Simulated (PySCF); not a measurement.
Working with the constants of CsNa

RHF-CCSD(T) constants of CsNa, ¹Σ⁺ (singlet), closed shell (Cs def2-SVPD with ECP46, Na def2-SVPD; scalar-relativistic core potentials (PySCF 2.14); masses 132.9054 and 22.9898 u):

| Property | Result |
| --- | --- |
| ωe | 93.4 cm⁻¹ |
| ωexe | 0.342 cm⁻¹ |
| Be | 0.054848 cm⁻¹ |
| αe | 0.000253 cm⁻¹ |
| D (centrifugal) | 7.57e-08 cm⁻¹ |
| De to Cs + Na | 0.55 eV |

(1) Give the band origin of the fundamental and the first lines of its P and R branches.

(2) Near which J would the R branch turn back, without centrifugal distortion?

Correlated steps freeze 1 core orbital. Correlated levels converge slowly with the basis: in double zeta they bind strong bonds too weakly, by up to about 1 eV, and carry superposition errors of some tenths. Spin–orbit coupling is left out. Where the molecule has an RHF reference, its open-shell atoms are computed with UHF.

Answers

(1) ν0 = ωe − 2ωexe = 92.7 cm⁻¹, B0 = 0.054721, B1 = 0.054469 cm⁻¹.

```csv
J″,P(J″) − ν0,R(J″) − ν0
0,,0.109
1,-0.109,0.217
2,-0.219,0.325
3,-0.330,0.433
4,-0.441,0.540
5,-0.552,0.646
6,-0.664,0.752
```

(2) At J ≈ (B0 + B1)/(2(B0 − B1)) − 1 ≈ 210.
